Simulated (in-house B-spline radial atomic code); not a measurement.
# RPA and G0W0 on LDA exchange-only: the bismuth ion Bi⁴⁺

Configuration [Xe] 4f14 5d10 6s1, highest spin, mean-field start LDA exchange-only. Computed with an all-electron radial atomic-structure program (B-spline basis): all electrons, scalar-relativistic (spin-free one-electron X2C), finite nucleus, each spin shell either full or empty, empty states to l = 9 with an (l + 1/2)⁻⁴ tail; G0W0 by contour deformation at full frequency.

Without the two-electron picture change, the correlation of inner shells comes somewhat too large for so heavy an element.

RPA overbinds a lone outer s electron by self-correlation, and G0W0 tends to as well.

Command:
```bash
python run_gw.py task.json out
```
Settings (radii: box in bohr, nucleus in fm):
```
Z                        83
electrons                79
configuration            [Xe] 4f14 5d10 6s1
hamiltonian              x2c
method                   lda,
lmax                     9
rms_radius               5.5211
spin_polarised           True
box_radius               11.96
intervals                67
ion_configuration        [Xe] 4f14 5d10
```

Time taken, with all properties: 21 s on 1 thread of Arm Neoverse N1, with other jobs on the host.

Energies (hartree):

```json
{"term": "mean-field total", "value": "-21510.78369"}
{"term": "Hartree-Fock functional on these orbitals", "value": "-21526.08090"}
{"term": "direct second order", "value": "-8.1745"}
{"term": "second-order exchange", "value": "2.0216"}
{"term": "SOSEX correction", "value": "1.9059"}
```

(1) What is the RPA correlation energy, and what remains with SOSEX?

Quasi-particle levels (eV):

| level | occupied | mean field | Σx - vxc | Σc | QP weight | G0W0 |
| --- | --- | --- | --- | --- | --- | --- |
| 6s up | yes | -50.54 | -4.36 | ? | ? | ? |
| 5d down | yes | -65.57 | -10.88 | 0.18 | 0.930 | -76.27 |
| 5d up | yes | -66.03 | -10.91 | 0.26 | 0.914 | -76.68 |
| 6s down | no | -49.11 | 6.80 | -3.08 | 0.957 | -45.39 |

G0W0 = mean field + (Σx - vxc) + Σc, with Σc (partial-wave tail included) taken at the quasi-particle energy. Only the outer levels were computed. Levels of low weight are left out.

(2) Where does G0W0 put 6s up?

(3) What does it cost to remove one electron (to [Xe] 4f14 5d10) by differences of total energies, each species on its own start (correlation terms add to the Hartree-Fock functional)?

Results:

(1) RPA gives -7.2011 hartree (-2.48 eV per electron); RPA + SOSEX gives -5.2952, and the second-order doubles -6.1528 hartree (no singles). RPA lacks exchange-type terms and so overcorrelates at short range.

(2) At -57.06 eV, with Σc = -2.15 eV and a quasi-particle weight of 0.964. The tabulated removal energy is 54.856 ± 0.025 eV (NIST, measured); the calculation leaves out spin-orbit coupling, Breit and QED terms, and what these don't explain is the method's own error.

(3) LDA exchange-only 55.89 eV, Hartree-Fock functional 54.26 eV, + RPA 56.71 eV, + RPA + SOSEX 55.98 eV, + second order 57.31 eV. Tabulated: 54.856 ± 0.025 eV (NIST, measured); the calculation leaves out spin-orbit coupling, Breit and QED terms, and what these don't explain is the method's own error.
